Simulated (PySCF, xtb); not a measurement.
C2H9ClOSi2, SMILES [Si@@H](Cl)(CCO)[SiH3]. The values are those of a single conformer.

Harmonic wavenumbers (cm⁻¹) from GFN2-xTB run with xtb at its own minimum, in rising order: 31, 47, 79, 104, 127, 155, 213, 319, 388, 437, 440, 481, 517, 621, 664, 692, 765, 793, 808, 812, 972, 988, 1095, 1150, 1196, 1251, 1291, 1367, 1470, 1503, 2185, 2225, 2230, 2260, 2851, 2887, 2985, 2998, 3560.

What does PBE0-D3(BJ)/def2-SVP run with PySCF 2.14.0 give at its own minimum? (The exact figures need the calculation; the answer reports its results.)

53, 84, 104, 115, 134, 169, 230, 293, 400, 442, 501, 516, 551, 687, 719, 764, 808, 873, 932, 934, 966, 997, 1121, 1168, 1218, 1284, 1300, 1405, 1447, 1512, 2207, 2223, 2226, 2236, 2989, 3028, 3070, 3132, 3901. Paired by order, the mean absolute difference is 50 cm⁻¹ and the zero-point energies are 64.3 and 66.8 kcal/mol.
